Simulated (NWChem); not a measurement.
Si2H3, doublet; SMILES [SiH2]=[SiH]

All runs: NWChem. Spin-unrestricted. The geometry was optimised at PBE0/def2-SVP, spin-unrestricted. No stability test was run on the SCF state. Solvent water, SMD (1 M gas to 1 M solution), gas-phase geometry. Reactions with the solvent are ignored.

```csv
level,basis functions,solvation free energy (kcal/mol),cavity-dispersion-structure term (kcal/mol),dipole in solution (D),relative time
M06-2X/cc-pVDZ,51,0.7,1.6,1.72,1
M06-2X/aug-cc-pVDZ,81,0.7,1.6,1.81,2
M06-2X/cc-pVTZ,110,0.7,1.6,1.74,3
M06-2X/aug-cc-pVTZ,169,0.7,1.6,1.78,9
```

The last column is a rough cost ratio, cheapest run = 1.
